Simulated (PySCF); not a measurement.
Electron correlation in Pt⁻ (platinum, charge -1)

[Xe] 4f14 5d9 6s2, 2D determinant. Computed with PySCF 2.14 in aug-cc-pwCVDZ-PP with ECP60MDF, with a scalar-relativistic core potential. Frozen: 5s2 5p6; 11 electrons correlated.

MP2 pair energies summed by pair of shells (mhartree):

```json
{"pair": "5d-5d", "energy": "-247.95", "share (%)": "71.8"}
{"pair": "5d-6s", "energy": "-80.74", "share (%)": "23.4"}
{"pair": "6s-6s", "energy": "-16.42", "share (%)": "4.8"}
```

Total MP2 correlation energy: -345.11 mhartree.

Same-spin part -116.65 and opposite-spin part -228.46 mhartree; SCS-MP2 scales them by 1/3 and 6/5 to -313.04 mhartree.
